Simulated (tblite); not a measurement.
Parent: `[cH:1]1[n:2][nH:3][cH:4][p:5]1`, C2H3N2P.

Structures optimised with GFN2-xTB, isolated species. One conformer each, not checked by frequencies here.

| coordinate of the parent | value |
| --- | --- |
| C1–N2 | 1.305 Å |
| N2–N3 | 1.318 Å |
| N3–C4 | 1.346 Å |
| C4–P5 | 1.722 Å |
| C1–P5 | 1.762 Å |
| N2–C1–P5 | 115.9° |
| C1–N2–N3 | 110.0° |
| N2–N3–C4 | 116.7° |
| N3–C4–P5 | 111.7° |
| C1–P5–C4 | 85.7° |

Question: How does the shared frame change in `[SiH3:1][n:2]1[cH:3][p:4][cH:5][n:6]1`, C2H5N2PSi? Atoms pair as C1 = C5, N2 = N6, N3 = N2, C4 = C3, P5 = P4 (parent first).

Answer: 
| parent | relative | value in the relative | change |
| --- | --- | --- | --- |
| C1–N2 | C5–N6 | 1.301 Å | -0.004 |
| N2–N3 | N6–N2 | 1.330 Å | +0.012 |
| N3–C4 | N2–C3 | 1.349 Å | +0.003 |
| C4–P5 | C3–P4 | 1.716 Å | -0.006 |
| C1–P5 | C5–P4 | 1.766 Å | +0.004 |
| N2–C1–P5 | N6–C5–P4 | 115.5° | -0.4 |
| C1–N2–N3 | C5–N6–N2 | 111.2° | +1.2 |
| N2–N3–C4 | N6–N2–C3 | 114.7° | -2.0 |
| N3–C4–P5 | N2–C3–P4 | 113.2° | +1.5 |
| C1–P5–C4 | C5–P4–C3 | 85.4° | -0.3 |

Of the parent's bonds, N2–N3 changes most (+0.012 Å). Bonds of the relative outside the shared frame: Si1–N2 1.763 Å. Point group Cs → Cs.

All values are computed, not measured.
